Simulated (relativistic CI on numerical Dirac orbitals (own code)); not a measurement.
Mn2+: 3s photoemission

Computed with this model: Dirac-Coulomb-Breit CI, separate exchange-only KLI orbitals for each configuration, model QED, valence Slater integrals scaled by 0.8, multiplet model of photoemission in the sudden approximation; configurations [Ar] 3d5 → [Ne] 3s 3p6 3d5; 300 K; Lorentzian 1.5 eV and Gaussian 0.6 eV FWHM. Energies are those of the free ion, without screening or charge transfer. The energies are binding energies and can lie tens of eV above those of solids. Without intra-shell correlation the exchange splitting of an s hole comes out too large, often by half or more. S is read from ⟨S²⟩ = S(S + 1).

Field parameters in Wybourne normalisation: D4h B²₀ = −7Ds, B⁴₀ = 21(Dq − Dt), B⁴₄ = 21√(5/14) Dq. The field is a parameter set, without covalency.

Computed curve for D4h, 10Dq = 22800, Ds = -280, Dt = -110 cm⁻¹, scaled to 100 at the maximum (points under 2 are left out and the grid is thinned):

(Energy (eV), Intensity): (113.4, 2.1), (113.8, 2.4), (114.2, 2.8), (114.4, 3.0), (114.8, 3.6), (115.2, 4.3), (115.6, 5.3), (115.8, 5.9), (116.2, 7.5), (116.6, 9.9), (117.0, 13.6), (117.2, 16.2), (117.6, 24.1), (118.0, 37.8), (118.4, 60.8), (118.8, 89.6), (119.0, 98.9), (119.4, 92.4), (119.8, 64.2), (120.2, 40.5), (120.4, 32.7), (120.8, 23.3), (121.2, 19.2), (121.6, 18.9), (121.8, 20.3), (122.2, 26.1), (122.6, 34.1), (123.0, 35.9), (123.4, 27.8), (123.6, 22.7), (124.0, 14.5), (124.4, 9.7), (124.8, 6.9), (125.0, 6.0), (125.4, 4.6), (125.8, 3.7), (126.2, 3.0), (126.4, 2.8), (126.8, 2.3), (127.2, 2.0)

The ground state has S = 0.51, and the centroid lies at 120.04 eV.
